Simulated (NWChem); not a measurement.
System: PbHF, singlet; SMILES [F][PbH]

Input file for NWChem:

```
start job
memory heap 200 mb stack 900 mb global 1100 mb
geometry units angstroms noautoz
  Pb     0.042504     0.194890     0.000000
  H     -1.806491     0.364247     0.000000
  F     -0.030875    -1.854235     0.000000
end
basis spherical
  Pb library def2-svpd
  H library def2-svpd
  F library def2-svpd
end
ecp
  Pb library def2-ecp
end
dft
  xc xpbe96 cpbe96
  iterations 150
  vectors input atomic output neutral.movecs
end
task dft energy
charge 1
dft
  odft
  mult 2
  vectors input atomic output cation.movecs
end
task dft energy
charge -1
dft
  odft
  mult 2
  vectors input atomic output anion.movecs
end
task dft energy
```

Parts of the log:

```
             Northwest Computational Chemistry Package (NWChem) 7.3.0
             --------------------------------------------------------

 CS  symmetry detected

                             Geometry "geometry" -> ""
                             -------------------------

 Output coordinates in angstroms (scale by  1.889725989 to convert to a.u.)

  No.       Tag          Charge          X              Y              Z
 ---- ---------------- ---------- -------------- -------------- --------------
    1 Pb                  82.0000     0.02161000     0.19931314     0.00000000
    2 H                    1.0000    -1.83145737     0.31595629     0.00000000
    3 F                    9.0000     0.00660411    -1.85107038     0.00000000

 Effective nuclear repulsion energy (a.u.)     215.5094694448

      Symmetry information
      --------------------

 Group name             Cs
 Group number              2
 Group order               2
 No. of unique centers     3

 Summary of "ao basis" -> "ao basis" (spherical)
 ------------------------------------------------------------------------------
       Tag                 Description            Shells   Functions and Types
 ---------------- ------------------------------  ------  ---------------------
 Pb                        def2-svpd                12       32   5s4p3d
 H                         def2-svpd                 4        8   2s2p
 F                         def2-svpd                 9       23   4s3p2d

      Symmetry analysis of basis
      --------------------------

        a'         44
        a"         19

            General Information
            -------------------
          SCF calculation type: DFT
          Wavefunction type:  closed shell.
          No. of atoms     :     3
          No. of electrons :    32
           Alpha electrons :    16
            Beta electrons :    16
          Charge           :     0
          Spin multiplicity:     1
          Use of symmetry is: on ; symmetry adaption is: on
          Maximum number of iterations: 150
          AO basis - number of functions:    63
                     number of shells:    25
          Convergence on energy requested:  1.00D-06
          Convergence on density requested:  1.00D-05
          Convergence on gradient requested:  5.00D-04

              XC Information
              --------------
          PerdewBurkeErnzerhof Exchange Functional  1.000
            Perdew 1991 LDA Correlation Functional  1.000 local
           PerdewBurkeErnz. Correlation Functional  1.000 non-local

             Grid Information
             ----------------
          Grid used for XC integration:  medium
          Radial quadrature: Mura-Knowles
          Angular quadrature: Lebedev.
          Tag              B.-S. Rad. Rad. Pts. Rad. Cut. Ang. Pts.
          ---              ---------- --------- --------- ---------
          Pb                  1.80      123          10.0       590
          H                   0.35       45          10.0       434
          F                   0.50       49          10.0       434
          Grid pruning is: on
          Number of quadrature shells:   217
          Spatial weights used:  Erf1

      Superposition of Atomic Density Guess
      -------------------------------------

 Sum of atomic energies:        -319.15635002

      Non-variational initial energy
      ------------------------------

 Total energy =    -291.402156
 1-e energy   =    -593.027412
 2-e energy   =     242.579266
 HOMO         =      -0.253823
 LUMO         =      -0.059753

      Symmetry analysis of molecular orbitals - initial
      -------------------------------------------------

  Numbering of irreducible representations:

     1 a'          2 a"

  Orbital symmetries:

     1 a'          2 a'          3 a'          4 a'          5 a"
     6 a'          7 a'          8 a'          9 a'         10 a"
    11 a"         12 a'         13 a'         14 a"         15 a'
    16 a'         17 a"         18 a'         19 a'         20 a'
    21 a"         22 a'         23 a'         24 a"         25 a'
    26 a'

   convergence    iter        energy       DeltaE   RMS-Dens  Diis-err
 ---------------- ----- ----------------- --------- --------- ---------
 d= 0,ls=0.0,diis     1   -293.0832687400 -3.52D+02  4.93D-02  7.36D-01
 d= 0,ls=0.0,diis     2   -289.4390102517  3.64D+00  3.86D-02  2.80D+01
 d= 0,ls=0.0,diis     3   -293.1797171369 -3.74D+00  4.46D-03  7.68D-02
 d= 0,ls=0.0,diis     4   -293.1844905157 -4.77D-03  2.67D-03  2.10D-02
 d= 0,ls=0.0,diis     5   -293.1877485164 -3.26D-03  9.11D-04  2.15D-03
  Resetting Diis
 d= 0,ls=0.0,diis     6   -293.1880911943 -3.43D-04  2.52D-04  1.50D-04
 d= 0,ls=0.0,diis     7   -293.1881177406 -2.65D-05  9.33D-05  6.20D-06
 d= 0,ls=0.0,diis     8   -293.1881140833  3.66D-06  5.41D-05  4.47D-05
 d= 0,ls=0.0,diis     9   -293.1881185390 -4.46D-06  1.86D-05  7.12D-07
 d= 0,ls=0.0,diis    10   -293.1881186488 -1.10D-07  3.43D-06  5.67D-08

         Total DFT energy =     -293.188118648811
      One electron energy =     -594.153635692715
           Coulomb energy =      268.700463222006
    Exchange-Corr. energy =      -26.780936760205
 Nuclear repulsion energy =       59.045990582103

 Numeric. integr. density =       31.999993593070

                  Occupations of the irreducible representations
                  ----------------------------------------------

                     irrep           alpha         beta
                     --------     --------     --------
                     a'               12.0         12.0
                     a"                4.0          4.0

                       DFT Final Molecular Orbital Analysis
                       ------------------------------------

 Vector   14  Occ=2.000000D+00  E=-3.033779D-01  Symmetry=a"
              MO Center=  7.4D-03, -1.7D+00, -3.0D-14, r^2= 7.7D-01
   Bfn.  Coefficient  Atom+Function         Bfn.  Coefficient  Atom+Function
  ----- ------------  ---------------      ----- ------------  ---------------
    47      0.636812  3 F  pz                50     -0.417100  3 F  pz
    53     -0.138647  3 F  pz                14     -0.126431  1 Pb pz
    19     -0.084306  1 Pb d -1              11      0.044674  1 Pb pz
     8      0.043853  1 Pb pz                60     -0.033468  3 F  d -1

 Vector   15  Occ=2.000000D+00  E=-2.987164D-01  Symmetry=a'
              MO Center=  6.4D-02, -1.6D+00,  2.7D-14, r^2= 1.2D+00
   Bfn.  Coefficient  Atom+Function         Bfn.  Coefficient  Atom+Function
  ----- ------------  ---------------      ----- ------------  ---------------
    45      0.578508  3 F  px                48     -0.377729  3 F  px
    46     -0.220988  3 F  py                 3     -0.162443  1 Pb s
    49      0.146461  3 F  py                12     -0.126864  1 Pb px
    51     -0.121687  3 F  px                 1      0.109214  1 Pb s
     4     -0.102239  1 Pb s                 13     -0.101886  1 Pb py

 Vector   16  Occ=2.000000D+00  E=-2.227704D-01  Symmetry=a'
              MO Center= -6.1D-01,  1.1D-01,  1.2D-14, r^2= 3.3D+00
   Bfn.  Coefficient  Atom+Function         Bfn.  Coefficient  Atom+Function
  ----- ------------  ---------------      ----- ------------  ---------------
    12      0.371915  1 Pb px                33     -0.369059  2 H  s
     3      0.308291  1 Pb s                 15      0.260011  1 Pb px
    34     -0.233953  2 H  s                 45      0.230277  3 F  px
     1     -0.198570  1 Pb s                  4      0.197620  1 Pb s
    48     -0.157828  3 F  px                 9     -0.130399  1 Pb px

 Vector   17  Occ=0.000000D+00  E=-1.328552D-01  Symmetry=a"
              MO Center=  2.1D-03,  2.4D-01, -1.4D-14, r^2= 3.4D+00
   Bfn.  Coefficient  Atom+Function         Bfn.  Coefficient  Atom+Function
  ----- ------------  ---------------      ----- ------------  ---------------
    14      0.599575  1 Pb pz                17      0.568934  1 Pb pz
    11     -0.198818  1 Pb pz                 8     -0.192534  1 Pb pz
    47      0.177111  3 F  pz                50     -0.125354  3 F  pz
    53     -0.084823  3 F  pz                19     -0.036883  1 Pb d -1

 Vector   18  Occ=0.000000D+00  E=-5.639058D-02  Symmetry=a'
              MO Center= -7.9D-03,  4.7D-01, -9.2D-16, r^2= 4.7D+00
   Bfn.  Coefficient  Atom+Function         Bfn.  Coefficient  Atom+Function
  ----- ------------  ---------------      ----- ------------  ---------------
    16      0.956545  1 Pb py                 4     -0.600359  1 Pb s
    44      0.512316  3 F  s                 13      0.496885  1 Pb py
    52      0.335290  3 F  py                46     -0.232194  3 F  py
    49      0.217198  3 F  py                 3     -0.176339  1 Pb s
    43      0.157436  3 F  s                 10     -0.152288  1 Pb py

 Vector   19  Occ=0.000000D+00  E=-1.745721D-02  Symmetry=a'
              MO Center=  3.5D-01,  4.0D-01,  1.6D-15, r^2= 8.1D+00
   Bfn.  Coefficient  Atom+Function         Bfn.  Coefficient  Atom+Function
  ----- ------------  ---------------      ----- ------------  ---------------
     5      1.318385  1 Pb s                  4     -1.026697  1 Pb s
    15      0.389016  1 Pb px                 3     -0.351131  1 Pb s
    34      0.312401  2 H  s                 12      0.292825  1 Pb px
     1      0.227820  1 Pb s                 33      0.184941  2 H  s
    32      0.182429  1 Pb d  2              30     -0.100038  1 Pb d  0

     Multipole analysis of the density
     ---------------------------------

     L   x y z        total         alpha         beta         nuclear
     -   - - -        -----         -----         ----         -------
     0   0 0 0     -0.000000    -16.000000    -16.000000     32.000000

     1   1 0 0      0.414696      1.432458      1.432458     -2.450219
     1   0 1 0      1.358187     11.978510     11.978510    -22.598833
     1   0 0 1     -0.000000     -0.000000     -0.000000      0.000000

     2   2 0 0    -27.484352    -19.750318    -19.750318     12.016283
     2   1 1 0      0.089506      1.105225      1.105225     -2.120944
     2   1 0 1     -0.000000     -0.000000     -0.000000      0.000000
     2   0 2 0    -29.207256    -71.404885    -71.404885    113.602513
     2   0 1 1      0.000000      0.000000      0.000000      0.000000
     2   0 0 2    -21.947254    -10.973627    -10.973627      0.000000

                                 NWChem DFT Module
                                 -----------------

      Symmetry analysis of basis
      --------------------------

        a'         44
        a"         19

            General Information
            -------------------
          SCF calculation type: DFT
          Wavefunction type:  spin polarized.
          No. of atoms     :     3
          No. of electrons :    31
           Alpha electrons :    16
            Beta electrons :    15
          Charge           :     1
          Spin multiplicity:     2
          Use of symmetry is: on ; symmetry adaption is: on
          Maximum number of iterations: 150
          AO basis - number of functions:    63
                     number of shells:    25
          Convergence on energy requested:  1.00D-06
          Convergence on density requested:  1.00D-05
          Convergence on gradient requested:  5.00D-04

              XC Information
              --------------
          PerdewBurkeErnzerhof Exchange Functional  1.000
            Perdew 1991 LDA Correlation Functional  1.000 local
           PerdewBurkeErnz. Correlation Functional  1.000 non-local

             Grid Information
             ----------------
          Grid used for XC integration:  medium
          Radial quadrature: Mura-Knowles
          Angular quadrature: Lebedev.
          Tag              B.-S. Rad. Rad. Pts. Rad. Cut. Ang. Pts.
          ---              ---------- --------- --------- ---------
          Pb                  1.80      123          10.0       590
          H                   0.35       45          10.0       434
          F                   0.50       49          10.0       434
          Grid pruning is: on
          Number of quadrature shells:   217
          Spatial weights used:  Erf1

      Superposition of Atomic Density Guess
      -------------------------------------

 Sum of atomic energies:        -319.15635002

 Renormalizing density from      32.00 to     31

      Non-variational initial energy
      ------------------------------

 Total energy =    -287.794360
 1-e energy   =    -574.495306
 2-e energy   =     227.654955
 HOMO         =      -0.547305
 LUMO         =      -0.355153

   Symmetry analysis of molecular orbitals - initial alpha
   -------------------------------------------------------

  Numbering of irreducible representations:

     1 a'          2 a"

  Orbital symmetries:

     1 a'          2 a'          3 a'          4 a'          5 a"
     6 a'          7 a'          8 a'          9 a"         10 a'
    11 a"         12 a'         13 a'         14 a"         15 a'
    16 a'         17 a"         18 a'         19 a'         20 a'
    21 a"         22 a'         23 a"         24 a'         25 a'
    26 a'

   Symmetry analysis of molecular orbitals - initial beta
   ------------------------------------------------------

  Numbering of irreducible representations:

     1 a'          2 a"

  Orbital symmetries:

     1 a'          2 a'          3 a'          4 a'          5 a"
     6 a'          7 a'          8 a'          9 a"         10 a'
    11 a"         12 a'         13 a'         14 a"         15 a'
    16 a'         17 a"         18 a'         19 a'         20 a'
    21 a"         22 a'         23 a"         24 a'         25 a'
    26 a'

   convergence    iter        energy       DeltaE   RMS-Dens  Diis-err
 ---------------- ----- ----------------- --------- --------- ---------
 d= 0,ls=0.0,diis     1   -292.5569988018 -3.52D+02  3.68D-02  6.32D-01
                                                     3.15D-02  6.11D-01
 d= 0,ls=0.0,diis     2   -282.9989290808  9.56D+00  3.50D-02  8.35D+00
                                                     3.02D-02  7.54D+00
 d= 0,ls=0.0,diis     3   -292.7605583416 -9.76D+00  8.27D-03  1.42D-01
                                                     8.17D-03  1.44D-01
 d= 0,ls=0.0,diis     4   -292.8327758234 -7.22D-02  4.39D-03  1.90D-02
                                                     4.71D-03  1.75D-02
 d= 0,ls=0.0,diis     5   -292.8401817387 -7.41D-03  1.48D-03  6.05D-03
                                                     1.47D-03  4.74D-03
  Resetting Diis
 d= 0,ls=0.0,diis     6   -292.8439812697 -3.80D-03  2.61D-04  7.68D-04
                                                     3.03D-04  6.84D-04
 d= 0,ls=0.0,diis     7   -292.8441948250 -2.14D-04  6.37D-04  3.45D-04
                                                     1.11D-03  3.12D-04
 d= 0,ls=0.0,diis     8   -292.8413986752  2.80D-03  4.80D-04  6.65D-03
                                                     8.76D-04  6.83D-03
 d= 0,ls=0.0,diis     9   -292.8443453922 -2.95D-03  4.38D-05  4.71D-06
                                                     5.98D-05  5.56D-06
 d= 0,ls=0.0,diis    10   -292.8443494581 -4.07D-06  1.30D-05  3.95D-07
                                                     1.12D-05  1.69D-07
 d= 0,ls=0.0,diis    11   -292.8443495730 -1.15D-07  5.52D-06  2.40D-07
                                                     6.19D-06  1.84D-07

         Total DFT energy =     -292.844349572953
      One electron energy =     -585.529040559649
           Coulomb energy =      260.141296167713
    Exchange-Corr. energy =      -26.502595763119
 Nuclear repulsion energy =       59.045990582103

 Numeric. integr. density =       30.999993563976

                  Occupations of the irreducible representations
                  ----------------------------------------------

[...]
```

Level: PBE/def2-SVPD with def2 effective core potentials on Pb, vertical spin-unrestricted ions. Low-valent species are run as closed-shell singlets; no triplet was tried in these runs. Geometry: optimised at PBE0-D3(BJ)/def2-TZVP. def2 effective core potentials on Pb; no spin-orbit coupling.
